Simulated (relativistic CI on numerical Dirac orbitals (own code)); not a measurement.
**Sensitivity of the levels of Dy³⁰⁺ to α and to the nuclear radius**

Computed by Dirac-Coulomb-Breit CI, separate exchange-only KLI orbitals for each configuration, derivatives by finite differences, unscaled Slater integrals, QED left out (own radial code, finite nucleus).

Configurations in the expansion (outside the closed core [Ar] 3d10): 4s²4p⁶, 4s²4p⁵4d, 4s4p⁶4d, 4s²4p⁵4f, 4s4p⁶4f, 4p⁶4d², 4p⁵4d³, 4p⁵4d²4f. Double excitations out of closed p, d and f shells are left out; levels of such configurations are missing from the list, as are those of other unlisted configurations, and high levels can miss mixing partners.

With x = (α/α₀)² − 1 an excitation energy changes as ω = ω₀ + qx; K = 2q/ω₀ is the relative enhancement. Terms are leading LS components, so labels can repeat. The field-shift factor is F = δν/δ⟨r²⟩ for the transition from the lowest level.

Lowest level 4s²4p⁶ ¹S0.

```csv
Level,ω₀ (cm⁻¹),q (cm⁻¹),F (GHz/fm²)
4s²4p⁵4d ³P°0,973941,29200,5.25
4s²4p⁵4d ³P°1,1000597,39410,5.35
4s²4p⁵4d ³F°3,1025183,31890,4.62
4s²4p⁵4d ³D°2,1034326,34300,5.17
4s²4p⁵4d ³F°4,1081384,112200,5.8
4s²4p⁵4d ¹D°2,1098833,113500,6.41
4s²4p⁵4d ³D°3,1137799,111500,6.99
4s²4p⁵4d ³D°1,1231806,165300,0.803
4s²4p⁵4d ³F°2,1407042,483900,-32.6
4s²4p⁵4d ³D°2,1494399,565000,-30.1
4s²4p⁵4d ³F°3,1510458,567400,-30.9
4s²4p⁵4d ¹P°1,1584557,428800,-24.8
4s4p⁶4d ³D1,2100223,485600,-685
```

At this charge energies of transitions that change n are usually good to better than 1 %, and those within a shell (Δn = 0) to a few per cent.

Question: Which transition from the lowest level has the largest |K|?

Answer: 4s²4p⁵4d ³D°2 at 1494399 cm⁻¹, K = 0.756.
